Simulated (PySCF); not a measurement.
## Distorted geometries of [Gd(NH2)4]−

[Gd(NH2)4]− (singlet in the valence; each metal's 4f electrons, 7 of them, lie in its core potential, out of spins and levels). PySCF 2.14.0, RKS PBE, Gd lcecp-1-SVP with ECP53, N def2-SVP, H def2-SVP; non-relativistic Hamiltonian with scalar-relativistic core potentials where named; density fitting; no spin-orbit coupling. Relaxed geometry:

```xyz
13

Gd    0.0001    0.0000    0.0000
N     1.3734    1.3491    1.2329
H     2.2440    1.0167    1.6751
H     1.3494    2.3606    1.4219
N    -1.3732   -1.2329    1.3492
H    -1.3492   -1.4203    2.3612
H    -2.2445   -1.6745    1.0180
N     1.3734   -1.3491   -1.2329
H     1.3494   -2.3606   -1.4219
H     2.2440   -1.0167   -1.6751
N    -1.3732    1.2329   -1.3492
H    -2.2445    1.6745   -1.0180
H    -1.3492    1.4203   -2.3612
```

Task: Order these distorted geometries by energy above the relaxed one, lowest first.
A.
```xyz
13

Gd   -0.0641   -0.0060   -0.0731
N     1.4205    1.3597    1.2884
H     2.4081    1.1651    1.7755
H     1.3384    2.3383    1.4705
N    -1.3706   -1.3610    1.2984
H    -1.2740   -1.3543    2.1829
H    -2.1202   -1.6816    1.0985
N     1.3673   -1.3292   -1.3126
H     1.2618   -2.4425   -1.3551
H     2.1198   -0.9752   -1.7064
N    -1.5668    1.3350   -1.3127
H    -2.3095    1.6441   -0.9642
H    -1.2105    1.3076   -2.3901
```
B.
```xyz
13

Gd   -0.0294   -0.0606    0.0391
N     1.5461    1.4358    1.1232
H     2.1534    0.9461    1.6917
H     1.6065    2.3285    1.3119
N    -1.3933   -1.2546    1.3655
H    -1.4939   -1.4008    2.3925
H    -2.3638   -1.5290    0.9455
N     1.4088   -1.5101   -0.9947
H     1.3758   -2.2039   -1.4309
H     2.2618   -0.9519   -1.7298
N    -1.3622    1.4445   -1.1465
H    -2.3942    1.4693   -0.9210
H    -1.3155    1.2868   -2.6464
```
C.
```xyz
13

Gd    0.0716    0.0176   -0.0310
N     1.2910    1.3520    1.2067
H     2.2251    1.1290    1.7724
H     1.2605    2.3747    1.4216
N    -1.3229   -1.4428    1.3075
H    -1.3177   -1.3668    2.3790
H    -2.3021   -1.7527    1.0624
N     1.3655   -1.2511   -1.0526
H     1.4623   -2.4605   -1.5754
H     2.1829   -0.7508   -1.6952
N    -1.3382    1.2106   -1.3128
H    -2.3486    1.6426   -1.0426
H    -1.2295    1.2981   -2.4400
```

Result: C (2.22 eV), A (3.77 eV), B (4.81 eV).

Task: Which forces (eV/Å) act in the one that lies 3.77 eV up?

Result: 
```
Gd    0.33   0.50   0.72
N     1.89  -2.26   0.40
H    -2.34   0.10  -1.25
H    -0.38   1.56   0.17
N    12.36   5.99  -5.57
H     1.17   0.05   9.03
H   -13.29  -5.73  -3.74
N    -6.52  -4.52   3.16
H     0.78   3.01  -0.18
H     5.47   1.75  -2.94
N    11.85  -5.21  -5.62
H    -9.15   4.06   2.73
H    -2.18   0.69   3.10
```
Forces carry noise of the integration grid, about 0.01 to 0.03 eV/Å.

An lcecp potential fixes the number of 4f electrons, so in runs with it no electron can move into or out of that shell.
